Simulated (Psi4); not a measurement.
A dimer, C3H8 ··· H2Se (SMILES CCC and [SeH2]); the first 11 atoms form monomer A.

```
14

C     -1.2088     0.4546    -0.0041
C     -0.0604    -0.4744    -0.3891
C      1.2537    -0.1026     0.2928
H     -1.3872     0.4312     1.0739
H     -0.9848     1.4888    -0.2776
H     -2.1384     0.1722    -0.5018
H     -0.3245    -1.5049    -0.1335
H      0.0747    -0.4557    -1.4746
H      1.5584     0.9132     0.0288
H      2.0612    -0.7783     0.0047
H      1.1561    -0.1441     1.3805
Se    -0.4129    -1.3882     3.5212
H     -0.7786    -2.0614     2.2662
H     -1.1621    -2.3780     4.3092
```

Task: What interaction energy does Psi4 with SAPT0/jun-cc-pVDZ, frozen core give, and which attractive term is the largest?

Result: Total -0.41 kcal/mol: electrostatics -0.96, exchange 3.21, induction -0.43, dispersion -2.24. The most attractive term is dispersion.
